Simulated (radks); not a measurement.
The numbers below are computed, except where a source is named.
Ionisation of neutral cobalt, [Ar] 3d7 4s2, to Co+, [Ar] 3d8, under several functionals. Dirac Kohn-Sham, spin-unpolarised, spherical densities, point nucleus; open shells fill j = l - 1/2 first; a radial shooting solver on a logarithmic mesh with Libxc functionals. Known Delta-SCF values: exchange-only B88 6.265 eV; exchange-only PBE 6.360 eV; PBE 6.561 eV. What does XLYP give, and what is its highest occupied eigenvalue?

Answer. 6.759 eV by Delta-SCF; the 4s1/2 eigenvalue is -5.435 eV. NIST: 7.881 eV (measured).

Beside tabulated values, note that spin-unpolarised runs miss the spin-polarisation part of the exchange energy of open shells.
